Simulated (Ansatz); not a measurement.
Consider the ligand exchange at a B–S bond: `B[S][GeH3]` + `[CH2]1[NH][AlH]1` → `B[N]1[CH2][AlH]1` + `[SH][GeH3]`.

Isolated molecules relaxed with PBE0-D4/def2-TZVP in Ansatz; ΔE leaves out vibrations. CCSD(T)/CBS adds triple-zeta CCSD(T) − MP2 to the extrapolated MP2 energy (def2 sets, frozen cores). DFT in def2-TZVPP. For Ge outer-core shells are correlated without core-valence functions, which leaves a few kJ/mol of doubt a bond. Scalar relativity is left out up to krypton.

`B[S][GeH3]`:

```xyz
8

B     0.774   -1.494    0.496
S     1.026   -0.375   -0.852
Ge   -0.557    1.157   -0.434
H    -0.073   -1.310    1.318
H     1.495   -2.443    0.542
H    -1.928    0.472   -0.465
H    -0.448    2.210   -1.545
H    -0.289    1.783    0.939
```

`[CH2]1[NH][AlH]1`:

```xyz
7

C     0.231    0.373    0.724
N    -0.782    0.237   -0.383
Al    0.501   -0.856   -0.724
H     0.736    1.341    0.781
H    -0.110    0.056    1.713
H    -1.622    0.788   -0.386
H     1.044   -1.939   -1.724
```

`B[N]1[CH2][AlH]1`:

Z-matrix (Å, degrees):
```
C
N 1 1.526
Al 1 1.902 2 60.8
H 1 1.090 2 113.8 3 115.7
H 1 1.090 2 113.8 3 -115.8
B 2 1.389 1 127.5 3 179.6
H 3 1.569 1 165.8 2 -179.8
H 6 1.204 2 120.4 1 0.1
H 6 1.202 2 118.8 1 -179.9
```

`[SH][GeH3]`:

Z-matrix (Å, degrees):
```
Ge
S 1 2.224
H 1 1.536 2 110.4
H 1 1.533 2 104.8 3 119.2
H 1 1.536 2 110.4 3 -121.7
H 2 1.343 1 94.6 3 60.6
```

| level | ΔE (kJ/mol) |
| --- | --- |
| BLYP-D4 | -46.6 |
| CAM-B3LYP-D4 | -51.3 |
| B2PLYP | -47.0 |
| r2SCAN | -42.2 |
| MP2/def2-SVP | -49.0 |
| CCSD/def2-SVP | -49.5 |
| SCS-MP2/def2-TZVPP | -46.5 |
| MP2/def2-QZVPP | -42.5 |

Q: What does CCSD(T)/CBS give? (An estimate is asked.)

A: Ansatz gave: -41.9 kJ/mol. The listed levels differ from it by -4.7, -9.4, -5.1, -0.3, -7.1, -7.6, -4.6, -0.6 kJ/mol.

Largest T1 diagnostic among the species: 0.015.

Leaving LDA and LC-ωPBE aside and taking each functional with its dispersion term where it has one, the values, not all of them listed here, spread over 12.1 kJ/mol, from CAM-B3LYP-D4 to revPBE-D4. From BLYP to BHLYP (50 % exact exchange), in def2-TZVPP and without D4, ΔE moves by −4.5 kJ/mol. At CCSD(T), def2-SVP lies −5.7 kJ/mol from the extrapolated value and def2-TZVPP −2.2 kJ/mol.
